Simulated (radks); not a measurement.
Results of a calculation; reference values are marked as such.
How relativity changes the ionisation of neutral tin ([Kr] 4d10 5s2 5p2) to Sn+ ([Kr] 4d10 5s2 5p1). Spin-unpolarised spherical Kohn-Sham, PBE, point nucleus unless stated (finite: rms radius 4.6519 fm), a radial shooting solver on a logarithmic mesh with Libxc functionals. A level marked "c x" has the speed of light scaled by that factor and shares open shells by 2j + 1; other Dirac levels either fill j = l - 1/2 first or share by 2j + 1.

| level | E(Sn) (hartree) | E(Sn+) (hartree) | IE (eV) | HOMO | <r> HOMO (bohr) |
|---|---|---|---|---|---|
| non-rel. | -6024.85245 | -6024.59758 | 6.935 | 5p | 3.264 |
| scalar-rel. | -6177.20234 | -6176.94970 | 6.875 | 5p | 3.251 |
| scalar-rel., finite nucleus | -6177.04117 | -6176.78852 | 6.875 | 5p | 3.251 |
| Dirac, 2j+1 shares | -6179.00165 | -6178.74853 | 6.888 | 5p3/2 | 3.303 |
| Dirac, low j first | -6179.02320 | -6178.76245 | 7.095 | 5p1/2 | 3.170 |
| Dirac, 2j+1 shares, finite nucleus | -6178.84000 | -6178.58688 | 6.888 | 5p3/2 | 3.303 |
| Dirac, c x 0.75 | -6314.99290 | -6314.74075 | 6.861 | 5p3/2 | 3.341 |
| Dirac, c x 3 | -6040.99526 | -6040.74060 | 6.930 | 5p3/2 | 3.268 |
| Dirac, c x 100 | -6024.86688 | -6024.61201 | 6.935 | 5p3/2 | 3.264 |

NIST Atomic Spectra Database: 7.344 eV (measured). The relativistic part of the total energy of Sn is -154 hartree (Dirac, 2j+1 shares, finite nucleus), 2.6 % of the non-relativistic value. Spin polarisation and multiplet splitting of open shells are left out at every level.

Beside tabulated values, note that relativity, absent from the non-relativistic runs, is large for the heavy elements, and spin-unpolarised runs miss the spin-polarisation part of the exchange energy of open shells.
